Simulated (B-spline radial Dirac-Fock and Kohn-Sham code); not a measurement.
**Cl⁶⁺ 2s: cross section and angular parameters**

System: chlorine as Cl⁶⁺ in the configuration [Ne] 3s1; threshold 379.2 eV (orbital energy of the model). Level of theory: Dirac-Hartree-Slater photoionisation with a Latter tail; cross sections with all multipoles, angular parameters from the dipole term and its interference with E2; a radial B-spline solver.

Input of the calculation (task.json; shells as n, l, electrons):

```json
{"items": [{
  "Z": 17,
  "q": 6,
  "cfg": [[1, 0, 2], [2, 0, 2], [2, 1, 6], [3, 0, 1]],
  "A": 35,
  "rrms": 3.3654,
  "do": "xps",
  "hv": [60, 66.0, 80, 123.0, 125.0, 237.0, 242.0, 245.0, 300, 329.0, 405.0, 411.0, 437.0, 472.0, 795.0, 799.0, 975.0, 1000, 1100.0, 1250.0, 1253.6, 1390.0, 2000, 4270.0, 5260.0, 5414.7, 7110.0, 7980.0, 9610.0, 15000]
}]}
```

Run with: `python xray2_run.py task.json out`

For linearly polarised light dσ/dΩ = σ/(4π) [1 + β P₂(cos θ) + (δ + γ cos²θ) sin θ cos φ], with θ from the polarisation vector and φ the angle between the beam and the projection of the electron momentum on the plane normal to the polarisation.

```tsv
hν (eV)	σ (kb)	β	γ
405	243	2.000	0.175
411	238	2.000	0.156
437	218	2.000	0.092
472	195	2.000	0.037
795	80.6	2.000	-0.020
799	79.9	2.000	-0.019
975	55.0	2.000	0.037
1000	52.4	2.000	0.046
1100	43.5	2.000	0.083
1250	33.6	2.000	0.139
1253.6	33.4	2.000	0.141
1390	27.0	2.000	0.191
2000	12.3	2.000	0.407
4270	2.04	2.000	1.017
5260	1.20	2.000	1.223
5414.7	?	?	?
7110	0.541	2.000	1.554
7980	0.397	2.000	1.691
9610	0.239	2.000	1.925
15000	0.0680	1.999	2.569
```

Question: Give the values at Cr Kα (5414.7 eV).

Answer: σ = 1.11 kb, β = 2.000, γ = 1.253. For an s subshell δ is negligible.
